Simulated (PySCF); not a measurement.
C2H4BNO2 (SMILES CB(O)N=C=O), singlet, geometry from GFN2-xTB, with bond 3-2 at 1.8 times its length; SA2-CASSCF(4,5)/STO-3G (PySCF).

The PySCF input:
```python
from pyscf import gto, scf, mcscf
import numpy

mol = gto.Mole()
mol.atom = '''
    B     0.35107404    0.23670465   -0.82799442
    C     1.84129735    0.01704535   -1.33189228
    H     2.31296505   -1.88234863   -1.29286171
    H     2.54753600    0.52089676   -0.67616252
    H     2.00873607    0.38064454   -2.34325903
    N     0.02310659   -0.20365703    0.48458883
    C    -0.67634145   -0.38750509    1.42667741
    O    -1.25513751   -0.61856982    2.40034157
    O    -0.63776374    0.80576047   -1.53449708
    H    -0.42324870    1.10394140   -2.41798619
'''
mol.basis = 'sto-3g'
mol.verbose = 4
mol.build()

mf = scf.RHF(mol)
mf.kernel()
mc = mcscf.CASSCF(mf, 5, 4)
mc.fix_spin_(ss=0.0)
mc = mc.state_average_([0.5, 0.5])
mc.kernel()
```

Output, abridged:

```
PySCF version 2.14.0

[INPUT] verbose = 4
[INPUT] num. atoms = 10
[INPUT] num. electrons = 44
[INPUT] charge = 0
[INPUT] spin (= nelec alpha-beta = 2S) = 0
[INPUT] symmetry False subgroup None
[INPUT] Mole.unit = angstrom
[INPUT] Symbol           X                Y                Z      unit          X                Y                Z       unit  Magmom
[INPUT]  1 B      0.351074040000   0.236704650000  -0.827994420000 AA    0.663433785045   0.447306960911  -1.564682686468 Bohr   0.0
[INPUT]  2 C      1.841297350000   0.017045350000  -1.331892280000 AA    3.479547705387   0.032211043197  -2.516911636623 Bohr   0.0
[INPUT]  3 H      2.312965050000  -1.882348630000  -1.292861710000 AA    4.370870480191  -3.557123381650  -2.443154548837 Bohr   0.0
[INPUT]  4 H      2.547536000000   0.520896760000  -0.676162520000 AA    4.814145332470   0.984352215573  -1.277761978496 Bohr   0.0
[INPUT]  5 H      2.008736070000   0.380644540000  -2.343259030000 AA    3.795961028835   0.719313931411  -4.428117805614 Bohr   0.0
[INPUT]  6 N      0.023106590000  -0.203657030000   0.484588830000 AA    0.043665126773  -0.384856010042   0.915740171723 Bohr   0.0
[INPUT]  7 C     -0.676341450000  -0.387505090000   1.426677410000 AA   -1.278100107191  -0.732278491975   2.696029573004 Bohr   0.0
[INPUT]  8 O     -1.255137510000  -0.618569820000   2.400341570000 AA   -2.371866142569  -1.168927548722   4.535988172709 Bohr   0.0
[INPUT]  9 O     -0.637763740000   0.805760470000  -1.534497080000 AA   -1.205198800778   1.522666610301  -2.899779220145 Bohr   0.0
[INPUT] 10 H     -0.423248700000   1.103941400000  -2.417986190000 AA   -0.799824125578   2.086146903569  -4.569331672081 Bohr   0.0

nuclear repulsion = 194.729894362919
number of shells = 22
number of NR pGTOs = 102
number of NR cGTOs = 34
basis = sto-3g
ecp = {}

******** <class 'pyscf.scf.hf.RHF'> ********
method = RHF
initial guess = minao
damping factor = 0
level_shift factor = 0
DIIS = <class 'pyscf.scf.diis.CDIIS'>
diis_start_cycle = 1
diis_space = 8
diis_damp = 0
SCF conv_tol = 1e-09
SCF conv_tol_grad = None
SCF max_cycles = 50
direct_scf = True
direct_scf_tol = 1e-13
Set gradient conv threshold to 3.16228e-05
Initial guess from minao.
init E= -304.148156411978
  HOMO = -0.248521225217065  LUMO = 0.023543721264323  gap/eV = 7.40326
cycle= 1 E= -302.627277695367  delta_E= 1.52  |g|= 0.716  |ddm|= 4.32
  HOMO = -0.281238773448536  LUMO = 0.173074318546778  gap/eV = 12.36249
cycle= 2 E= -302.753881004202  delta_E= -0.127  |g|= 0.357  |ddm|= 1.19
  HOMO = -0.290342003918276  LUMO = 0.188546084338284  gap/eV = 13.03121
cycle= 3 E= -302.786025670189  delta_E= -0.0321  |g|= 0.0837  |ddm|= 0.446
  HOMO = -0.297440454100498  LUMO = 0.183480677161796  gap/eV = 13.08653
cycle= 4 E= -302.788028865872  delta_E= -0.002  |g|= 0.0302  |ddm|= 0.129
  HOMO = -0.296700981214658  LUMO = 0.185502770181181  gap/eV = 13.12143
cycle= 5 E= -302.78834668934  delta_E= -0.000318  |g|= 0.0046  |ddm|= 0.0483
  HOMO = -0.296879602348703  LUMO = 0.185498585653287  gap/eV = 13.12618
cycle= 6 E= -302.788357099736  delta_E= -1.04e-05  |g|= 0.00174  |ddm|= 0.00765
  HOMO = -0.296820441772562  LUMO = 0.185654390262571  gap/eV = 13.12881
cycle= 7 E= -302.788361322511  delta_E= -4.22e-06  |g|= 0.000777  |ddm|= 0.00632
  HOMO = -0.296893140435674  LUMO = 0.18563029153619  gap/eV = 13.13013
cycle= 8 E= -302.788362446601  delta_E= -1.12e-06  |g|= 0.000302  |ddm|= 0.00397
  HOMO = -0.296871653460272  LUMO = 0.185649639776386  gap/eV = 13.13007
cycle= 9 E= -302.788362593716  delta_E= -1.47e-07  |g|= 0.000117  |ddm|= 0.00154
  HOMO = -0.296871663192944  LUMO = 0.185644526641561  gap/eV = 13.12993
cycle= 10 E= -302.788362609291  delta_E= -1.56e-08  |g|= 3.65e-05  |ddm|= 0.000454
  HOMO = -0.296865473683078  LUMO = 0.185648659234313  gap/eV = 13.12988
cycle= 11 E= -302.788362611231  delta_E= -1.94e-09  |g|= 6.51e-06  |ddm|= 0.000175
  HOMO = -0.296865726200097  LUMO = 0.185648612877575  gap/eV = 13.12988
cycle= 12 E= -302.788362611268  delta_E= -3.68e-11  |g|= 1.87e-06  |ddm|= 1.93e-05
  HOMO = -0.29686581464453  LUMO = 0.185648450038981  gap/eV = 13.12988
Extra cycle  E= -302.78836261127  delta_E= -2.16e-12  |g|= 1.04e-06  |ddm|= 3.61e-06
converged SCF energy = -302.78836261127

******** <class 'pyscf.mcscf.addons.StateAverageCASSCF'> ********
CAS (2e+2e, 5o), ncore = 20, nvir = 9
max_cycle_macro = 50
max_cycle_micro = 4
conv_tol = 1e-07
conv_tol_grad = None
orbital rotation max_stepsize = 0.02
orbital rotation threshold for CI restart = 0.01
augmented hessian ah_max_cycle = 30
augmented hessian ah_conv_tol = 1e-12
augmented hessian ah_linear dependence = 1e-14
augmented hessian ah_level shift = 1e-08
augmented hessian ah_start_tol = 2.5
augmented hessian ah_start_cycle = 3
augmented hessian ah_grad_trust_region = 3
kf_trust_region = 3
kf_interval = 4
ci_response_space = 4
ci_grad_trust_region = 3
with_dep4 0
natorb = False
canonicalization = True
sorting_mo_energy = False
ao2mo_level = 2
internal_rotation = False
******** <class 'pyscf.mcscf.addons.StateAverageSpinPenaltyFCISolver'> ********
max. cycles = 50
conv_tol = 1e-08
davidson only = True
linear dependence = 1e-12
level shift = 0.001
max iter space = 12
nroots = 2
pspace_size = 400
spin = None
State-average over 2 states with weights [0.5, 0.5]
CASCI E = -302.716268605745  S^2 = 0.0000000
Set conv_tol_grad to 0.000316228
macro iter   1 ( 21 JK    4 micro), CASSCF E = -302.758257651898  dE = -4.19890462e-02  S^2 = 0.0000000
               |grad[o]|=0.156  |ddm|=0.164  |maxRot[o]|=0.179
macro iter   2 ( 15 JK    4 micro), CASSCF E = -302.765824503600  dE = -7.56685170e-03  S^2 = 0.0000000
               |grad[o]|=0.0357  |ddm|=0.0864  |maxRot[o]|=0.135
macro iter   3 ( 11 JK    4 micro), CASSCF E = -302.766186112314  dE = -3.61608715e-04  S^2 = 0.0000000
               |grad[o]|=0.00756  |ddm|=0.0237  |maxRot[o]|=0.0649
macro iter   4 (  9 JK    4 micro), CASSCF E = -302.766223783647  dE = -3.76713331e-05  S^2 = 0.0000000
               |grad[o]|=0.00141  |ddm|=0.0108  |maxRot[o]|=0.0271
macro iter   5 (  3 JK    1 micro), CASSCF E = -302.766226184917  dE = -2.40126997e-06  S^2 = 0.0000000
               |grad[o]|=0.000483  |ddm|=0.0017  |maxRot[o]|=0.0036
macro iter   6 (  3 JK    1 micro), CASSCF E = -302.766227633968  dE = -1.44905061e-06  S^2 = 0.0000000
               |grad[o]|=0.000372  |ddm|=0.00133  |maxRot[o]|=0.00278
macro iter   7 (  3 JK    1 micro), CASSCF E = -302.766228515449  dE = -8.81481014e-07  S^2 = 0.0000000
               |grad[o]|=0.000292  |ddm|=0.00104  |maxRot[o]|=0.00217
macro iter   8 (  3 JK    1 micro), CASSCF E = -302.766229047618  dE = -5.32169054e-07  S^2 = 0.0000000
               |grad[o]|=0.000226  |ddm|=0.00078  |maxRot[o]|=0.00168
macro iter   9 (  3 JK    1 micro), CASSCF E = -302.766229368308  dE = -3.20689708e-07  S^2 = 0.0000000
               |grad[o]|=0.000173  |ddm|=0.000634  |maxRot[o]|=0.00129
macro iter  10 (  3 JK    1 micro), CASSCF E = -302.766229567787  dE = -1.99479018e-07  S^2 = 0.0000000
               |grad[o]|=0.000138  |ddm|=0.000491  |maxRot[o]|=0.00102
macro iter  11 (  3 JK    1 micro), CASSCF E = -302.766229689405  dE = -1.21617859e-07  S^2 = 0.0000000
               |grad[o]|=0.000108  |ddm|=0.000328  |maxRot[o]|=0.000799
macro iter  12 (  3 JK    1 micro), CASSCF E = -302.766229757141  dE = -6.77368917e-08  S^2 = 0.0000000
               |grad[o]|=7.78e-05  |ddm|=0.000242  |maxRot[o]|=0.000576
1-step CASSCF converged in  12 macro ( 80 JK  24 micro) steps
CASSCF canonicalization
Density matrix diagonal elements [1.4542106  1.71975473 0.39861533 0.3783444  0.04907494]
CASSCF energy = -302.766229757141
CASCI E = -302.766229757141  E(CI) = -2.90868385498578  S^2 = 0.0000000
CASCI state-averaged energy = -302.766229757141
CASCI energy for each state
  State 0 weight 0.5  E = -302.892870761629 S^2 = 0.0000000
  State 1 weight 0.5  E = -302.639588752653 S^2 = 0.0000000
```
